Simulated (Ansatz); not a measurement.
GaH₃Se (`[GaH2][SeH]`), charge 0, multiplicity 1.

**Question.** Give a relaxed structure at PBE0-D4/def2-TZVP (Ansatz 0.2.0). (An estimate is asked.)

**Answer.** Ansatz gave: 
Z-matrix (Å, degrees):
```
Ga
Se 1 2.322
H 1 1.560 2 118.4
H 1 1.560 2 115.1 3 -180.0
H 2 1.468 1 93.6 3 -0.0
```
Point group Cs.
